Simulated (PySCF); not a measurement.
PySCF 2.14 output of a UHF calculation on a single atom or ion in aug-cc-pVDZ-PP with ECP28MDF (5s5p4d2f, 54 functions), with scalar relativity through the core potential:

```
SCF conv_tol = 1e-09
number electrons alpha = 6  beta = 4
cycle= 1 E= -45.6599099360354  delta_E= -0.00389  |g|= 0.0159  |ddm|= 0.0541
cycle= 2 E= -45.6600298492248  delta_E= -0.00012  |g|= 0.00286  |ddm|= 0.0103
cycle= 3 E= -45.6600341494514  delta_E= -4.3e-06  |g|= 0.000152  |ddm|= 0.00472
cycle= 4 E= -45.6600341803862  delta_E= -3.09e-08  |g|= 1.33e-05  |ddm|= 0.00188
cycle= 5 E= -45.6600341805361  delta_E= -1.5e-10  |g|= 1.65e-06  |ddm|= 0.000181
converged SCF energy = -45.6600341805361  <S^2> = 2.0030346  2S+1 = 3.0020224
```

The run itself started from symmetry-adapted Hartree-Fock orbitals and held the occupation by maximum overlap, so the iterations belong to that start.

**Question.** Which element, charge and spin multiplicity is this?

**Answer.** Zr²⁺ (zirconium, charge +2), multiplicity 3; the state was [Kr] 4d2, high-spin 3F determinant.

Energies and moments cover only the electrons outside the core potential.
